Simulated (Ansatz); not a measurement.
GaP₂⁻ (the lowest singlet isomer of a short search), 3 atoms. Hardware: 4 threads of Intel Xeon on a shared host.

Correlated methods freeze 19 core orbitals; core or outer-core shells of Ga are correlated, in sets that lack core-valence functions.

Problem. How many basis functions does each of these Ansatz runs have, and roughly what does it cost? PBE0-D4/def2-SVPD, charge -1 singlet, energy, from earlier orbitals; LC-ωPBE/def2-TZVPD, charge -1 quintet, energy, from earlier orbitals; r2SCAN-D4/def2-TZVPD, charge -1 singlet, relaxation, 3 steps; ωB97M-V/def2-TZVPD, charge -1 triplet, energy, from earlier orbitals; PBE0-D4/def2-TZVPD, charge -1 unrestricted singlet, energy, from earlier orbitals; r2SCAN-D4/def2-TZVPD, charge -1 singlet, energy, from earlier orbitals; revPBE-D4/def2-TZVPD, charge -1 singlet, energy, from earlier orbitals; RPA@PBE/def2-TZVPD, charge -1 quintet, energy, from earlier orbitals; MP2/def2-TZVPD, charge -1 quintet, energy, from earlier orbitals; LC-ωPBE/def2-TZVPD, charge -1 singlet, energy, from earlier orbitals; revPBE-D4/def2-TZVPD, charge -1 triplet, energy, from earlier orbitals; PBE0-D4/def2-SVP, charge 0 doublet at the geometry of the charge -1 singlet, energy with a search over starts.

Solution. Other jobs shared the machine, so times can vary by a factor of up to 3. A dash marks memory too small to be measured apart from the calling script's.

```json
{"run": "PBE0-D4/def2-SVPD, charge -1 singlet, energy, from earlier orbitals", "functions": "86", "fitting or Cholesky vectors": "791", "wall time": "0.75 s", "peak host memory (GiB)": "–"}
{"run": "revPBE-D4/def2-TZVPD, charge -1 singlet, energy, from earlier orbitals", "functions": "140", "fitting or Cholesky vectors": "926", "wall time": "0.8 s", "peak host memory (GiB)": "–"}
{"run": "PBE0-D4/def2-SVP, charge 0 doublet at the geometry of the charge -1 singlet, energy with a search over starts", "functions": "68", "fitting or Cholesky vectors": "635", "wall time": "1.2 s", "peak host memory (GiB)": "–"}
{"run": "revPBE-D4/def2-TZVPD, charge -1 triplet, energy, from earlier orbitals", "functions": "140", "fitting or Cholesky vectors": "926", "wall time": "1.3 s", "peak host memory (GiB)": "–"}
{"run": "LC-ωPBE/def2-TZVPD, charge -1 singlet, energy, from earlier orbitals", "functions": "140", "fitting or Cholesky vectors": "926", "wall time": "1.4 s", "peak host memory (GiB)": "–"}
{"run": "r2SCAN-D4/def2-TZVPD, charge -1 singlet, energy, from earlier orbitals", "functions": "140", "fitting or Cholesky vectors": "926", "wall time": "1.7 s", "peak host memory (GiB)": "–"}
{"run": "MP2/def2-TZVPD, charge -1 quintet, energy, from earlier orbitals", "functions": "140", "fitting or Cholesky vectors": "870", "wall time": "1.9 s", "peak host memory (GiB)": "–"}
{"run": "RPA@PBE/def2-TZVPD, charge -1 quintet, energy, from earlier orbitals", "functions": "140", "fitting or Cholesky vectors": "870", "wall time": "2 s", "peak host memory (GiB)": "–"}
{"run": "LC-ωPBE/def2-TZVPD, charge -1 quintet, energy, from earlier orbitals", "functions": "140", "fitting or Cholesky vectors": "926", "wall time": "2.2 s", "peak host memory (GiB)": "–"}
{"run": "r2SCAN-D4/def2-TZVPD, charge -1 singlet, relaxation, 3 steps", "functions": "140", "fitting or Cholesky vectors": "926", "wall time": "3.3 s", "peak host memory (GiB)": "–"}
{"run": "ωB97M-V/def2-TZVPD, charge -1 triplet, energy, from earlier orbitals", "functions": "140", "fitting or Cholesky vectors": "957", "wall time": "5.5 s", "peak host memory (GiB)": "0.66"}
{"run": "PBE0-D4/def2-TZVPD, charge -1 unrestricted singlet, energy, from earlier orbitals", "functions": "140", "fitting or Cholesky vectors": "1008", "wall time": "7 s", "peak host memory (GiB)": "0.68"}
```
